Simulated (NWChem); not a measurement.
System: C2H2Cl2OSi; SMILES C#C[Si](O)(Cl)Cl

```xyz
8

C     -0.0028    -2.9347     0.5806
C     -0.0017    -1.7762     0.2131
Si    -0.0002    -0.0418    -0.3030
O     -0.0008    -0.0010    -1.9412
Cl    -1.6525     0.9145     0.4516
Cl     1.6547     0.9106     0.4508
H     -0.0038    -3.9615     0.9033
H     -0.0053     0.8608    -2.3703
```
Atoms are numbered in this order, from 1.

Geometry: optimised at PBE0/def2-SVP.

Give the principal values of the shielding tensors (ppm) of C1, C2, Si3, O4, Cl5 from PBE0/pcSseg-1, GIAO (NWChem), with their diamagnetic and paramagnetic parts as GIAO splits them.


```
atom    σ11    σ22    σ33  isotropic  diamagnetic  paramagnetic
----  -----  -----  -----  ---------  -----------  ------------
C1     -1.0    0.8  244.2       81.4        259.9        -178.5
C2      4.4    7.3  293.1      101.6        258.7        -157.1
Si3   364.0  378.9  401.4      381.4        881.2        -499.8
O4    199.6  247.5  267.3      238.1        389.9        -151.7
Cl5   693.2  746.5  995.9      811.9       1148.3        -336.4
```
